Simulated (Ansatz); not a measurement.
Mulliken charges of CH₄BInO, SMILES `B1[CH2][InH][O]1` from B3LYP/def2-TZVPP in Ansatz (PBE0-D4/def2-TZVP geometry).

```json
{"atom": "B1", "x (Å)": "-0.718", "y (Å)": "0.558", "z (Å)": "-0.708", "charge (e)": "0.155"}
{"atom": "C2", "x (Å)": "0.605", "y (Å)": "0.704", "z (Å)": "0.192", "charge (e)": "-0.411"}
{"atom": "In3", "x (Å)": "0.234", "y (Å)": "-1.361", "z (Å)": "0.637", "charge (e)": "0.597"}
{"atom": "O4", "x (Å)": "-1.258", "y (Å)": "-0.670", "z (Å)": "-0.674", "charge (e)": "-0.472"}
{"atom": "H5", "x (Å)": "-1.197", "y (Å)": "1.454", "z (Å)": "-1.360", "charge (e)": "-0.013"}
{"atom": "H6", "x (Å)": "0.551", "y (Å)": "1.378", "z (Å)": "1.050", "charge (e)": "0.112"}
{"atom": "H7", "x (Å)": "1.543", "y (Å)": "0.901", "z (Å)": "-0.333", "charge (e)": "0.112"}
{"atom": "H8", "x (Å)": "0.241", "y (Å)": "-2.966", "z (Å)": "1.196", "charge (e)": "-0.080"}
```

Q: By hand: the dipole of these point charges (1 e Å = 4.8032 D).

A: Σ q r = (0.604, -0.226, 0.512) e Å, of length 0.823 e Å = 3.95 D.

Q: How does the dipole of the full density compare? (Best estimate.)

A: The calculation gave: (0.559, -0.218, 0.477) e Å, 3.68 D; the point charges give 1.07 times that, at 1° from its direction.

Point charges leave out the atoms' own dipoles, such as those of lone pairs, and Mulliken's split depends on the basis, so the close match here is no proof of good charges.

B3LYP here is the variant with VWN-RPA as its local correlation; programs differ in this.
